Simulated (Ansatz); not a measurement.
Ansatz (an electronic-structure program) input (CCSD(T)/cc-pwCVTZ):
A basis named .json is the Basis Set Exchange file of that set.

Ansatz 0.2 input:
```yaml
crystal:
  periodic: [false, false, false]
  atoms:
    - {symbol: B, position_ang: [-0.00000000, -0.00000000, -0.73975084]}
    - {symbol: O, position_ang: [0.00000000, 0.00000000, 0.46234428]}
basis:
  gaussian:
    orbitals: cc-pwCVTZ.json
magnetization: {spin_polarized: true, initial_magnetization: 1}
correlation: {method: ccsd_t, electrons: outside_noble_gas}
```

End of the output:

```
524 factors; integrals over basis functions are off by at most 1.7e-3 eV
mean field: 0.14 GiB planned
mean field evaluation 1: about -2705.0837 eV, gradient 2.9e1 eV
mean field evaluation 2: about -2705.0866 eV, gradient 2.9e1 eV
mean field evaluation 4: about -2708.8313 eV, gradient 3.0e0 eV
mean field evaluation 8: about -2709.0971 eV, gradient 3.9e-1 eV
mean field evaluation 16: about -2709.1077 eV, gradient 1.0e-6 eV
mean field evaluation 32: about -2706.6403 eV, gradient 1.3e0 eV
mean field evaluation 64: about -2706.4775 eV, gradient 6.2e-4 eV
mean field evaluation 96: about -2706.4186 eV, gradient 1.6e0 eV
mean field -2709.10771863 eV, -99.5578723604 hartree, gradient 1.0e-6 eV, S^2 0.799355; 3 other end points of the search recorded, 0 dependent functions left out
determinant -2709.10771863 eV, -99.5578723604 hartree, with singles and doubles -2717.41755496 eV, -99.8632532130 hartree
determinant -2706.47751335 eV, -99.4612140994 hartree, with singles and doubles -2714.12164312 eV, -99.7421306868 hartree
2 core orbitals not correlated
reference -2709.10771863 eV, -99.5578723604 hartree; 5, 4 occupied and 79, 80 virtual orbitals, 524 factors
second order -8.28647407 eV of doubles, -0.00000000 eV of singles
coupled cluster: 0.33 GiB planned
cycle   1  -8.23689275 eV  change   -8.8e-1 eV  update   2.7e-2
cycle   2  -8.28447122 eV  change   -4.8e-2 eV  update   8.1e-3
cycle   3  -8.28301165 eV  change    1.5e-3 eV  update   5.2e-3
cycle   4  -8.28655714 eV  change   -3.5e-3 eV  update   2.3e-3
cycle   5  -8.28908082 eV  change   -2.5e-3 eV  update   1.2e-3
cycle   6  -8.29003825 eV  change   -9.6e-4 eV  update   4.7e-4
cycle   7  -8.29025130 eV  change   -2.1e-4 eV  update   1.9e-4
cycle   8  -8.29031520 eV  change   -6.4e-5 eV  update   6.5e-5
cycle   9  -8.29029100 eV  change    2.4e-5 eV  update   3.7e-5
cycle  10  -8.29029676 eV  change   -5.8e-6 eV  update   1.4e-5
cycle  11  -8.29030531 eV  change   -8.5e-6 eV  update   5.9e-6
perturbative correction -0.40645234 eV, -0.0149368479 hartree
Total energy: -2717.80447627 eV, -99.8774723089 hartree
```
